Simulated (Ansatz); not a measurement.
Cartesian coordinates in Å:
```
C 1.785 1.172 0.070
P 0.505 -0.106 0.293
C 0.484 -0.298 2.104
C 1.374 -1.619 -0.231
Fe -1.408 0.287 -0.737
C -0.469 0.297 -2.245
O 0.159 0.298 -3.200
C -2.244 0.256 0.834
O -2.773 0.234 1.846
C -2.375 -1.083 -1.306
O -3.018 -1.951 -1.684
C -1.916 1.962 -1.002
O -2.266 3.036 -1.185
H 2.711 0.904 0.584
H 1.413 2.120 0.461
H 1.990 1.302 -0.994
H -0.164 -1.130 2.382
H 1.493 -0.488 2.478
H 0.094 0.607 2.570
H 2.322 -1.739 0.300
H 1.567 -1.578 -1.304
H 0.737 -2.483 -0.035
```

Total charge 0; spin multiplicity 1.

(1) List the ωB97M-V/def2-TZVPP orbital energies in eV (Ansatz). (Best estimate.)

Results:

(1) The calculation gave: Occupied: -6981.86, -2106.54, -824.03, -709.21, -708.84, -708.74, -528.22, -528.17, -527.68, -527.68, -284.90, -284.84, -284.42, -284.42, -281.92, -281.85, -281.85, -183.93, -132.57, -132.56, -132.49, -97.76, -64.21, -63.57, -63.32, -34.58, -34.54, -34.02, -34.02, -25.07, -22.81, -22.75, -19.79, -18.61, -18.38, -18.17, -18.13, -16.55, -16.05, -16.05, -16.02, -15.76, -15.59, -15.24, -15.24, -15.21, -15.03, -14.91, -14.86, -14.69, -14.40, -14.34, -14.34, -13.87, -13.79, -12.41, -12.39, -11.16, -10.31, -10.10, -8.41, -8.35. Lowest empty: 1.56, 1.77, 2.01, 2.10, 2.18, 2.50, 2.62, 2.69.
